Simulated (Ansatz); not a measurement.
The same redistribution along the group Ti, Zr, Hf.

Program: Ansatz. Geometries: PBE0-D4/def2-TZVP. ΔE: electronic, gas phase. CBS: MP2 limit from def2 TZ/QZ plus the TZ coupled-cluster correction, frozen cores. DFT in def2-TZVPP. Elements past krypton have def2 core potentials. For Hf, I, Ti, Zr outer-core shells are correlated without core-valence functions, which leaves a few kJ/mol of doubt a bond. Scalar relativity is left out up to krypton. One conformer a species, not always the lowest.

```json
{"reaction": "`[Cl][Ti]([Cl])([Cl])[Cl]` + `NC[SiH](Cl)I` → `[Cl][Ti]([Cl])([Cl])[I]` + `NC[SiH](Cl)Cl`", "PBE-D4 (kcal/mol)": "-3.0", "CCSD/CBS(def2) (kcal/mol)": "-1.6", "CCSD(T)/CBS(def2) (kcal/mol)": "-3.2"}
{"reaction": "`[Cl][Zr]([Cl])([Cl])[Cl]` + `NC[SiH](Cl)I` → `[Cl][Zr]([Cl])([Cl])[I]` + `NC[SiH](Cl)Cl`", "PBE-D4 (kcal/mol)": "-1.7", "CCSD/CBS(def2) (kcal/mol)": "-1.2", "CCSD(T)/CBS(def2) (kcal/mol)": "-1.8"}
{"reaction": "`[Cl][Hf]([Cl])([Cl])[Cl]` + `NC[SiH](Cl)I` → `[Cl][Hf]([Cl])([Cl])[I]` + `NC[SiH](Cl)Cl`", "PBE-D4 (kcal/mol)": "-1.0", "CCSD/CBS(def2) (kcal/mol)": "-0.6", "CCSD(T)/CBS(def2) (kcal/mol)": "-1.1"}
```

Largest T1 diagnostic: 0.025, for `[Cl][Ti]([Cl])([Cl])[Cl]`.
